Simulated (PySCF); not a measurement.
## Correlation energy of Ti(2+) (titanium, charge +2)

[Ar] 3d1 4s1, 4s spin antiparallel (an excited configuration). All numbers are calculated (PySCF 2.14, scalar relativity by spin-free X2C-1e, in aug-cc-pVTZ-DK (8s7p5d3f2g, 93 functions)). Frozen: [Ar]; 2 electrons correlated.

Total MP2 correlation energy: -5.12 mhartree.

Same-spin part 0.00 and opposite-spin part -5.12 mhartree; SCS-MP2 scales them by 1/3 and 6/5 to -6.14 mhartree.
